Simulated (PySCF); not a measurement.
Cd(Br)(SMe) (CH₃BrCdS), SMILES C[S][Cd][Br].

Coordinates come from a B3LYP-D3(BJ)/def2-SVP optimisation. The structure was generated by enumeration; whether it is a known compound was not checked. The def2 effective core potentials stand for the cores of Cd; spin–orbit coupling is left out. Other conformers were not sampled.

Calculation: TDDFT-LC-ωPBE/def2-SVPD (PySCF 2.14.0).

Vertical excitations. The molecule is in vacuum. State labels are in the subgroup Cs.

```tsv
state	symmetry	energy (eV)	λ (nm)	f	main pairs
S1	A"	4.53	273	0.009	HOMO→LUMO 93 %
S2	A"	5.33	232	0.001	HOMO→LUMO+1 86 %
S3	A'	5.83	212	0.034	HOMO−2→LUMO 62 %, HOMO−1→LUMO 23 %
S4	A"	5.89	210	0.033	HOMO−3→LUMO 93 %
S5	A'	5.94	209	0.072	HOMO→LUMO+2 39 %, HOMO−2→LUMO 29 %, HOMO−1→LUMO 27 %
S6	A'	6.55	189	0.061	HOMO−1→LUMO+1 83 %
S7	A'	6.72	184	0.541	HOMO→LUMO+2 43 %, HOMO−1→LUMO 36 %
S8	A"	7.07	175	0.007	HOMO−3→LUMO+1 36 %, HOMO→LUMO+5 16 %, HOMO−1→LUMO+2 16 %, HOMO→LUMO+12 6 %
S9	A"	7.17	173	0.006	HOMO−1→LUMO+2 63 %, HOMO−3→LUMO+1 28 %
S10	A'	7.21	172	0.033	HOMO−2→LUMO+1 64 %, HOMO−4→LUMO 19 %
T1	A"	4.13	300	0	HOMO→LUMO 91 %
T2	A"	4.94	251	0	HOMO→LUMO+1 73 %, HOMO→LUMO+12 11 %
T3	A'	4.95	251	0	HOMO−1→LUMO 86 %
T4	A'	5.47	227	0	HOMO−2→LUMO 89 %
```
Triplets are in the Tamm–Dancoff approximation, which puts them higher than full response would, so one can lie above its singlet here.
